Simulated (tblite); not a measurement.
Compound: C₆H₁₄OSi₂.
Numbering: `[CH3:1][C:2]#[C:3][CH2:4][SiH2:5][SiH2:6][O:7][CH2:8][CH3:9]` (hydrogens: H10, H11, H12 on C1; H13, H14 on C4; H15, H16 on Si5; H17, H18 on Si6; H19, H20 on C8; H21, H22, H23 on C9)

Computed with GFN2-xTB (tblite), gas phase: L-BFGS steps from a force-field or distance-geometry start until the largest atomic force falls under 0.01 eV/Å.

Geometry at step 36:
```
atom  x, y, z in Å
C1     -5.6576    0.2623   -0.6223
C2     -4.3208    0.0983   -0.0774
C3     -3.2291   -0.0652    0.3932
C4     -1.9118   -0.2785    0.9463
Si5    -0.5205    0.4304   -0.1685
Si6     1.2971   -0.9786   -0.1437
O7      2.5831   -0.0069    0.0410
C8      3.9283   -0.1506   -0.3274
C9      4.8108    0.7593    0.5182
H10    -5.8199    1.2929   -0.9454
H11    -6.4100   -0.0106    0.1213
H12    -5.7976   -0.3924   -1.4833
H13    -1.8752    0.1686    1.9419
H14    -1.7596   -1.3516    1.0862
H15    -0.2832    1.8152    0.2545
H16    -1.0711    0.5680   -1.5266
H17     1.2786   -2.0409    0.8875
H18     1.4301   -1.6849   -1.4308
H19     4.0144    0.1246   -1.3880
H20     4.2345   -1.1963   -0.2092
H21     5.7710    0.8817    0.0242
H22     4.9752    0.3240    1.5013
H23     4.3286    1.7310    0.6169
```

Question: What forces act on the atoms?

Answer: 
```tsv
atom	Fx (eV/Å)	Fy (eV/Å)	Fz (eV/Å)
C1	0.005	-0.046	-0.028
C2	-0.042	-0.024	0.015
C3	-0.065	-0.005	-0.021
C4	-0.042	-0.019	-0.009
Si5	0.111	0.044	-0.007
Si6	0.012	-0.015	-0.060
O7	-0.104	0.077	0.069
C8	-0.158	-0.055	0.008
C9	-0.035	-0.068	-0.094
H10	0.025	-0.058	0.092
H11	0.072	0.109	0.022
H12	0.083	-0.003	-0.034
H13	0.026	0.065	-0.002
H14	-0.038	-0.065	-0.049
H15	-0.009	0.105	0.068
H16	-0.032	-0.041	-0.012
H17	0.111	0.061	-0.090
H18	0.011	-0.100	0.049
H19	0.013	-0.063	0.056
H20	0.030	0.030	-0.076
H21	0.027	0.033	0.049
H22	-0.084	0.118	0.011
H23	0.082	-0.080	0.042
```

The largest, 0.17 eV/Å, acts on C8; the rms over all components is 0.061 eV/Å. The forces sum to zero within rounding, as they must for an isolated molecule in no field.

Question: Give the force on C8 in Eh/bohr and in nN.

Answer: 0.167 eV/Å ÷ 51.422 = 0.00326 Eh/bohr, and 0.167 eV/Å × 1.602 = 0.27 nN.

Question: How far is this geometry from the end of the optimisation?

Answer: 0.158 eV above it, and 0.763 Å rms away after alignment. The bonds farthest from their final lengths, with half the difference of the two atoms' forces along the bond (positive lengthens):

| bond | now (Å) | final (Å) | force along bond (eV/Å) |
| --- | --- | --- | --- |
| Si5–H15 | 1.467 | 1.474 | +0.03 |
| O7–C8 | 1.402 | 1.397 | -0.01 |
| Si5–Si6 | 2.300 | 2.295 | -0.02 |
| C4–Si5 | 1.919 | 1.914 | +0.07 |
| C1–C2 | 1.453 | 1.449 | -0.01 |
| Si6–H17 | 1.481 | 1.477 | -0.04 |

The angle farthest from its final value is Si5–Si6–H18, 110.8° against 117.9°.

The cost below is that of the whole relaxation. Hardware: one thread, Arm Neoverse N1 (aarch64), no GPU, shared host with 64 logical CPUs at a one-minute load of 60. Cost: 3.3 s.
